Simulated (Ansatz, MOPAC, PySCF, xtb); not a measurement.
Dimer: C2H3N (SMILES CC#N) (first 6 atoms) with CH5N (SMILES CN); geometry from B3LYP-D3(BJ)/def2-TZVP, rigid monomers moved along the line of their centres of mass till H5···N8 is 2.30 Å.
(charge 0, multiplicity 1):
```tsv
atom	x (Å)	y (Å)	z (Å)
C	0.1925	1.3018	0.1628
C	-0.6366	0.1087	0.1424
N	-1.2926	-0.8356	0.1621
H	-0.2892	2.1057	-0.3942
H	0.3242	1.6020	1.2047
H	1.1636	1.0938	-0.2870
C	0.5983	-0.5315	3.2935
N	-0.4098	0.5110	3.0878
H	1.5211	-0.0765	3.6574
H	0.8172	-1.0080	2.3374
H	0.3064	-1.3193	3.9991
H	-0.6553	0.9503	3.9669
H	-1.2583	0.1039	2.7109
```

Counterpoise-corrected where a basis set is named; no monomer relaxation. Rows marked so take none.

Cores are frozen in the correlated methods. Rows in 6-31G* carry no dispersion term and start afresh at each structure (6-31G* with six Cartesian d functions). The state that AM1 reach isn't checked.

The values were computed with Ansatz (Gaussian orbitals); MOPAC for AM1 (differences of heats of formation); PySCF for 6-31G* rows; xtb for the GFN methods. 

```tsv
level	interaction energy (kcal/mol)
GFN-FF	-2.24
AM1	0.74
GFN1-xTB	-3.11
HF/6-31G*	-0.44
HF/6-31G* (no counterpoise)	-1.65
BP86/6-31G* (no counterpoise)	-3.15
B3LYP/def2-TZVPPD	-1.07
wB97M-V/def2-TZVPPD	___
SCS-MP2/aug-cc-pVDZ	-2.20
```

Task: What belongs in the gaps?

Result: 
- wB97M-V/def2-TZVPPD, interaction energy (kcal/mol): -4.09

Ansatz is a program for electronic structure.
